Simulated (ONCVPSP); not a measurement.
## rhenium: one change to an ONCV potential, before and after

Re, optimised norm-conserving Vanderbilt (ONCV), made with ONCVPSP 4.0.1 (PBE, scalar-relativistic). Core [Kr] 4d10 4f14, reference 5s2 5p6 5d5 (charge +2). Waves: 5s: rc 1.50 bohr, ncon 4, nbas 7, qcut 7.6 1/bohr, 3 projectors, debl 3.6 Ha; 5p: rc 1.25 bohr, ncon 3, nbas 8, qcut 5.3 1/bohr, 3 projectors, debl 3.4 Ha; 5d: rc 2.75 bohr, ncon 4, nbas 8, qcut 6 1/bohr, 2 projectors, debl 1.9 Ha. Local part: polynomial inside 0.80 bohr (lpopt 2, dvloc0 -1 Ha). Core correction: Teter function, fcfact 5.5, rcfact 1.5.

In the s channel the program set the typed energies aside and used -3.744, 0.250, 3.850 Ha.

Change: s: qcut 8.3; p: qcut 5.8; d: qcut 6.6.

Cutoffs: the cutoffs (Ha) at which the residual kinetic energy of the hardest occupied pseudo-wave falls to 1 and 0.1 mHa per electron; they do not see the model core or the augmentation charge, which bear on the density cutoff. Errors are all-electron minus pseudo energies relative to the spin-unpolarised reference configuration.

Task: How do hardness, ghosts and transferability respond?

Result: The potential gets neither clearly harder nor softer (129 Ha and 207 Ha → 120 Ha and 195 Ha); of the 4 tests that both files solve, the error grows in 3 and shrinks in 1 by more than 15 % and 0.3 meV (median size 1.1 → 3.4 meV); neither file shows a bound ghost.

| quantity | base | changed |
| --- | --- | --- |
| cutoff, loose | 129 Ha | 120 Ha |
| cutoff, tight | 207 Ha | 195 Ha |
| loose cutoff by channel | s 24 Ha, p 129 Ha, d 12 Ha | s 26 Ha, p 120 Ha, d 13 Ha |
| bound ghosts | none | none |
| GHOST(+) flags under 300 eV | s at 213.3 eV | s at 178.3 eV |
| error for 5s2 5p6 5d5 6s2, meV [ΔE -25.57 eV] | +0.2 | +3.8 |
| error for 5s2 5p6 5d5 6s1, meV [ΔE -16.32 eV] | +1.5 | +3.2 |
| error for 5s2 5p6 5d4, meV [ΔE 27.13 eV] | +12 | +1.6 |
| error for 5s2 5p6 5d5 6s1.5, meV [ΔE -21.79 eV] | +0.8 | +3.6 |
| s: phases at 1.53 bohr within 0.05 rad from the reference energy up to (Ha; the scan ends near 5) | to the end of the scan | to the end of the scan |
| p: phases at 1.27 bohr within 0.05 rad from the reference energy up to (Ha; the scan ends near 5) | to the end of the scan | to the end of the scan |
| d: phases at 2.79 bohr within 0.05 rad from the reference energy up to (Ha; the scan ends near 5) | 3.5 | 3.7 |
| rms error of d²Exc/dni dnj with the model core, mHa | 2.87 | 2.79 |
